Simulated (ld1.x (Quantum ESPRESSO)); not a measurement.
## Building the TM potential for sulfur (PBE, scalar-relativistic).

```json
{"Element": "S (Z = 16)", "Generator": "ld1.x (Quantum ESPRESSO) 7.5", "Type": "norm-conserving Troullier–Martins (Kleinman–Bylander form)", "Functional": "PBE", "Relativity": "scalar-relativistic", "Frozen core": "[Ne]", "Valence charge": "6", "Reference configuration": "3s2 3p4", "Partial waves": "3p (bound): rc 1.75 bohr; 3d channel at -0.05 Ry: rc 1.40 bohr; 3s (bound): rc 1.10 bohr", "Local potential": "the s channel", "Core correction": "Bessel-smoothed model core inside 0.90 bohr"}
```

**Question.** Does the generator finish with these settings?

**Answer.** Yes, a potential is produced and its reference levels are reproduced.

**Question.** Estimate the cutoffs (Ry, on a coarse ladder) from which the occupation-weighted sum of valence levels, in a spherical-Bessel basis at the reference potential, stays within 10 and 1 mRy of its value at 400 Ry.

**Answer.** 60 Ry and 140 Ry.

**Question.** Does the potential have ghost states?

**Answer.** No extra level below or beside the all-electron valence levels (p, d, s, f tested).

**Question.** Which valence shell sets the plane-wave cutoff?

**Answer.** 3s: its level needs 120 Ry to come within 1 mRy, against 25 Ry for 3p.

**Question.** Tests: 3s2 3p3; 3s2 3p2; 3s2 3p1; 3s1 3p4; 3s1 3p5; 3s2 3p3.5; 3s2 3p0. Which has the largest error in its energy relative to the reference configuration, and how large is it?

**Answer.** 3s2 3p0, with +213 meV (all-electron minus pseudo) on +114.89 eV.
